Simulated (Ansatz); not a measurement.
Steps of a relaxation of `F[CH]([GeH3])CCl` with RKS PBE-D4/def2-SVP.

```sh
$ ansatz run in.yaml --threads 2 --pin off --events-out ev --progress --plain --max-ram 22528MiB --backend cpu
```

```yaml
crystal:
  periodic: [false, false, false]
  atoms:
    - {symbol: F, position_ang: [-0.337100, 1.131000, 1.405700]}
    - {symbol: C, position_ang: [-0.543000, 0.230400, 0.392400]}
    - {symbol: Ge, position_ang: [0.763300, -1.164800, 0.618200]}
    - {symbol: C, position_ang: [-0.300600, 0.901300, -0.976200]}
    - {symbol: Cl, position_ang: [-1.631600, 2.120200, -1.239100]}
    - {symbol: H, position_ang: [-1.548900, -0.207000, 0.472000]}
    - {symbol: H, position_ang: [2.240300, -0.544700, 0.537800]}
    - {symbol: H, position_ang: [0.659900, -2.220900, -0.480600]}
    - {symbol: H, position_ang: [0.614900, -1.805100, 2.066300]}
    - {symbol: H, position_ang: [-0.464800, 0.128900, -1.750900]}
    - {symbol: H, position_ang: [0.612900, 1.373800, -1.025000]}
basis:
  gaussian: {orbitals: def2-SVP}
hamiltonian: {xc: pbe, dispersion: d4}
relax: {f_tol: 0.03, max_steps: 200}
```

Positions (Å) and forces (eV/Å) along the path, 5 of 5 steps:

```xyz
11
step=1 energy=-73894.8882 eV
F    -0.337    1.131    1.406   -0.121    0.566    0.605
C    -0.543    0.230    0.392    0.496    0.642   -1.136
Ge    0.763   -1.165    0.618    1.738   -0.781    1.082
C    -0.301    0.901   -0.976   -4.138   -1.812    1.010
Cl   -1.632    2.120   -1.239    0.257    0.180   -0.171
H    -1.549   -0.207    0.472   -0.460    0.063   -0.131
H     2.240   -0.545    0.538   -0.715   -0.199    0.017
H     0.660   -2.221   -0.481   -0.112   -0.346   -0.248
H     0.615   -1.805    2.066   -0.007    0.191   -0.596
H    -0.465    0.129   -1.751    0.358    0.094   -0.184
H     0.613    1.374   -1.025    2.706    1.402   -0.248
11
step=2 energy=-73895.1573 eV
F    -0.349    1.151    1.408    0.076    0.163    0.272
C    -0.505    0.229    0.388   -0.473    0.494   -0.725
Ge    0.822   -1.207    0.654    0.429   -0.264    0.091
C    -0.366    0.918   -0.973   -0.808   -0.506    0.414
Cl   -1.648    2.177   -1.278    0.173   -0.210    0.155
H    -1.528   -0.195    0.448   -0.152   -0.095    0.109
H     2.231   -0.558    0.557   -0.048   -0.072    0.011
H     0.669   -2.309   -0.425   -0.010    0.001   -0.056
H     0.630   -1.850    2.053   -0.025    0.098   -0.047
H    -0.479    0.161   -1.774    0.155    0.059   -0.042
H     0.589    1.427   -1.038    0.684    0.334   -0.182
11
step=3 energy=-73895.1900 eV
F    -0.353    1.156    1.414    0.010    0.042    0.049
C    -0.526    0.234    0.388   -0.064    0.128   -0.371
Ge    0.834   -1.207    0.646   -0.024   -0.115   -0.011
C    -0.368    0.905   -0.968   -0.164    0.053    0.247
Cl   -1.652    2.156   -1.260    0.072   -0.089    0.011
H    -1.553   -0.191    0.463    0.044   -0.030    0.050
H     2.243   -0.578    0.550    0.044    0.026   -0.009
H     0.668   -2.303   -0.443    0.006    0.020    0.023
H     0.620   -1.816    2.048    0.004   -0.022    0.044
H    -0.451    0.154   -1.779    0.047    0.023    0.003
H     0.603    1.432   -1.037    0.026   -0.035   -0.038
11
step=4 energy=-73895.1938 eV
F    -0.351    1.157    1.410    0.000    0.021    0.024
C    -0.525    0.238    0.379   -0.012   -0.021   -0.082
Ge    0.833   -1.213    0.648   -0.024    0.001   -0.025
C    -0.371    0.912   -0.966   -0.016    0.072    0.055
Cl   -1.660    2.153   -1.260    0.041   -0.049    0.005
H    -1.547   -0.196    0.464    0.023    0.008    0.013
H     2.243   -0.583    0.548    0.023    0.005   -0.002
H     0.666   -2.310   -0.437    0.002   -0.003    0.010
H     0.621   -1.818    2.055   -0.006    0.003    0.007
H    -0.443    0.164   -1.780    0.012    0.004   -0.006
H     0.601    1.440   -1.039   -0.042   -0.040    0.001
11
step=5 energy=-73895.1944 eV
F    -0.351    1.151    1.412   -0.009   -0.005   -0.011
C    -0.525    0.236    0.374    0.006   -0.003    0.015
Ge    0.832   -1.215    0.645   -0.002    0.009   -0.007
C    -0.372    0.916   -0.964   -0.008    0.019   -0.001
Cl   -1.663    2.150   -1.259    0.002   -0.003   -0.001
H    -1.546   -0.199    0.460    0.002   -0.001    0.009
H     2.245   -0.588    0.537    0.000   -0.002    0.000
H     0.662   -2.321   -0.429   -0.002   -0.008    0.000
H     0.619   -1.805    2.058    0.000    0.000    0.002
H    -0.435    0.172   -1.782    0.004   -0.006   -0.008
H     0.599    1.446   -1.032    0.005   -0.001    0.002
```

Run time 18 s (2 threads of an AMD EPYC 7R13 on a shared host); peak host memory 0.23 GiB.
